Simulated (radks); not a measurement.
The numbers below are computed, except where a source is named.
Problem. These are the eigenvalues of the occupied orbitals of an atom or ion with whole-number occupations (hartree). Code: a radial shooting solver on a logarithmic mesh with Libxc functionals. Model: scalar-relativistic Kohn-Sham, PBEsol, spin-polarised, spherical densities, finite nucleus; Fermi nuclear charge, rms radius of each element as measured or else 0.836 A^(1/3) + 0.57 fm.

1s: -2966.460
2s: -523.7068
2p: -453.0088
3s: -123.8403
3p: -103.3232
3d: -81.35041
4s: -27.10797
4p: -20.37659
4d: -12.28241
5s: -4.29482
4f: -3.29502
5p: -2.51260
5d: -0.56437

Which element is it, and in what charge state? The configuration may be excited. Open shells, if any, are filled with parallel spins first.

Solution. Z = 79, gold, charge +1: Au+ in [Xe] 4f14 5d10. The list shows which subshells hold electrons but not how many an open one holds; the 1s level, -2966.5 hartree, gives Z - s = 77.0 by -(Z - s)^2/2, which with screening and relativity narrows Z to a few neighbours, and the depths of the outer levels then fix element, charge and occupations together.
